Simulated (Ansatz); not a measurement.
C5H15NSi, singlet, geometry from GFN2-xTB, atoms displaced at random by about 0.03 Å a coordinate; PBE0/STO-3G, gradient (Ansatz, a program for electronic structure).

Input for Ansatz:
Ansatz 0.2 input:
```yaml
crystal:
  periodic: [false, false, false]
  atoms:
    - {symbol: C, position_ang: [1.56432929, -1.80715541, -0.82865306]}
    - {symbol: C, position_ang: [0.83055331, -0.58567883, -1.29688180]}
    - {symbol: Si, position_ang: [0.13101504, 0.48272101, 0.09217354]}
    - {symbol: C, position_ang: [-0.91846166, 1.96447241, -0.83180556]}
    - {symbol: N, position_ang: [1.45574997, 1.05501792, 1.00383549]}
    - {symbol: C, position_ang: [-1.02414837, -0.40714576, 1.25074690]}
    - {symbol: C, position_ang: [-2.16233664, -1.11699556, 0.54433256]}
    - {symbol: H, position_ang: [1.97458451, -2.37779192, -1.59167763]}
    - {symbol: H, position_ang: [0.93267936, -2.50570078, -0.17969657]}
    - {symbol: H, position_ang: [2.36307315, -1.51110018, -0.10702007]}
    - {symbol: H, position_ang: [1.56107290, -0.01943930, -1.96352197]}
    - {symbol: H, position_ang: [0.12230890, -0.93586693, -1.94141058]}
    - {symbol: H, position_ang: [-1.66789715, 1.50831197, -1.37958414]}
    - {symbol: H, position_ang: [-1.30452375, 2.57937462, -0.06288641]}
    - {symbol: H, position_ang: [-0.22794953, 2.56318577, -1.45014841]}
    - {symbol: H, position_ang: [1.25336272, 1.50998209, 1.90002195]}
    - {symbol: H, position_ang: [2.26228182, 1.49114441, 0.51633935]}
    - {symbol: H, position_ang: [-1.39666294, 0.27901436, 2.00072653]}
    - {symbol: H, position_ang: [-0.40709002, -1.18334336, 1.81186114]}
    - {symbol: H, position_ang: [-2.77011684, -0.40137494, 0.09114512]}
    - {symbol: H, position_ang: [-2.83141594, -1.68460189, 1.27649779]}
    - {symbol: H, position_ang: [-1.85190193, -1.85732509, -0.16703103]}
basis:
  gaussian:
    orbitals: STO-3G
hamiltonian:
  xc: pbe0
output: {forces: true}
```

Predict the main parts of the log of this Ansatz run.


```
Functional definition: PBE0
733 factors; integrals over basis functions are off by at most 3.6e-5 eV
mean field evaluation 1: about -14611.1959 eV, gradient 2.2e1 eV
mean field evaluation 2: about -14611.7240 eV, gradient 1.8e1 eV
mean field evaluation 4: about -14612.6857 eV, gradient 6.0e-1 eV
mean field evaluation 8: about -14612.6151 eV, gradient 1.3e-2 eV
mean field -14612.61508591 eV, -537.0036996208 hartree, gradient 1.4e-5 eV, S^2 0.000000; 0 other end points of the search recorded, 0 dependent functions left out
the calculation of the forces begins
reference -14612.61511152 eV, -537.0037005620 hartree; 33, 33 occupied and 21, 21 virtual orbitals, 733 factors
Total energy: -14612.61511152 eV, -537.0037005620 hartree
Atom 0 at     1.564329    -1.807155    -0.828653 Å, force    -0.390081    -0.466495     5.356680 eV/Å
Atom 1 at     0.830553    -0.585679    -1.296882 Å, force     2.966844     2.167176     0.617291 eV/Å
Atom 2 at     0.131015     0.482721     0.092174 Å, force    -1.445461     2.082527    -2.566257 eV/Å
Atom 3 at    -0.918462     1.964472    -0.831806 Å, force     4.699350    -1.687537     2.022057 eV/Å
Atom 4 at     1.455750     1.055018     1.003835 Å, force     0.733981    -0.177859     0.026317 eV/Å
Atom 5 at    -1.024148    -0.407146     1.250747 Å, force     2.022913    -1.820882     0.879182 eV/Å
Atom 6 at    -2.162337    -1.116996     0.544333 Å, force    -0.988098    -2.014182     2.857098 eV/Å
Atom 7 at     1.974585    -2.377792    -1.591678 Å, force     1.186574    -1.462033    -2.227028 eV/Å
Atom 8 at     0.932679    -2.505701    -0.179697 Å, force     0.472466     0.993168    -1.272124 eV/Å
Atom 9 at     2.363073    -1.511100    -0.107020 Å, force    -0.103152    -0.198809    -0.778463 eV/Å
Atom 10 at     1.561073    -0.019439    -1.963522 Å, force    -1.080214    -0.312054     1.123301 eV/Å
Atom 11 at     0.122309    -0.935867    -1.941411 Å, force    -3.191870    -0.808136    -2.368639 eV/Å
Atom 12 at    -1.667897     1.508312    -1.379584 Å, force    -2.091556    -0.840670    -1.687968 eV/Å
Atom 13 at    -1.304524     2.579375    -0.062886 Å, force    -0.893199     1.041046     0.936908 eV/Å
Atom 14 at    -0.227950     2.563186    -1.450148 Å, force    -0.513431    -0.333540     0.020544 eV/Å
Atom 15 at     1.253363     1.509982     1.900022 Å, force     0.204672     0.357440     0.221380 eV/Å
Atom 16 at     2.262282     1.491144     0.516339 Å, force    -0.360115     0.029935     0.333515 eV/Å
Atom 17 at    -1.396663     0.279014     2.000727 Å, force    -0.365741     0.377823     0.359207 eV/Å
Atom 18 at    -0.407090    -1.183343     1.811861 Å, force    -0.808271     1.065489    -0.628956 eV/Å
Atom 19 at    -2.770117    -0.401375     0.091145 Å, force    -1.626403     1.565566    -1.487414 eV/Å
Atom 20 at    -2.831416    -1.684602     1.276498 Å, force     0.999880     0.900946    -0.850540 eV/Å
Atom 21 at    -1.851902    -1.857325    -0.167031 Å, force     0.570911    -0.458919    -0.886090 eV/Å
Dipole moment:     0.023142     0.140307     0.071835 e Å
```
